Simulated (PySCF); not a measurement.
Isomers of C2H12NPSi3, one GFN2-xTB conformer each. Single-point energies are computed at PBE0/pcSseg-1 (PySCF, gas phase, no added dispersion term), electronic only.

Question: Rank them by PBE0/pcSseg-1 energy, lowest first (kcal/mol).
A. `[PH2:1][Si@H:2]1[CH2:3][CH2:4][SiH2:5][NH:6][SiH2:7]1` with H–P1–Si2–C3 179° and -89°, P1–Si2–C3–C4 179°, Si2–C3–C4–Si5 -68°, C3–C4–Si5–N6 60°, C4–Si5–N6–Si7 -43°
B. `[CH3:1]/[N:2]=[CH:3]/[SiH2:4][P:5]([SiH3:6])[SiH3:7]` with N2–C3–Si4–P5 118°, C3–Si4–P5–Si6 -167°
C. `[PH2:1][Si@@H:2]1[SiH2:3][CH2:4][CH2:5][NH:6][SiH2:7]1` with H–P1–Si2–Si3 52° and -40°, P1–Si2–Si3–C4 -150°, Si2–Si3–C4–C5 -15°, Si3–C4–C5–N6 73°, C4–C5–N6–Si7 -95°

Answer: A (0.0), C (24.1), B (48.5).

As drawn, the lowest has an N–H bond and an Si–Si bond, which the highest lacks; the highest has a C=N bond, which the lowest lacks. GFN2-xTB itself gives, in the same order: 0.0, 23.0, 31.1. Both levels put the same isomer lowest; measured from each level's own lowest isomer, the values differ by up to 17.4 kcal/mol (C/N=C/[SiH2]P([SiH3])[SiH3]: 31.1 against 48.5).

Q: Which frontier levels, dipoles and rotational constants go with these structures?

A: 
```json
{"SMILES": "P[Si@H]1CC[SiH2]N[SiH2]1", "HOMO (eV, PBE0/pcSseg-1)": "-7.10", "LUMO (eV)": "-0.46", "dipole (D)": "1.30", "A, B, C (MHz)": "1978, 766.8, 595.0"}
{"SMILES": "P[Si@@H]1[SiH2]CCN[SiH2]1", "HOMO (eV, PBE0/pcSseg-1)": "-6.58", "LUMO (eV)": "-0.74", "dipole (D)": "2.21", "A, B, C (MHz)": "1632, 878.9, 613.0"}
{"SMILES": "C/N=C/[SiH2]P([SiH3])[SiH3]", "HOMO (eV, PBE0/pcSseg-1)": "-6.99", "LUMO (eV)": "-0.92", "dipole (D)": "0.91", "A, B, C (MHz)": "2034, 620.6, 514.2"}
```
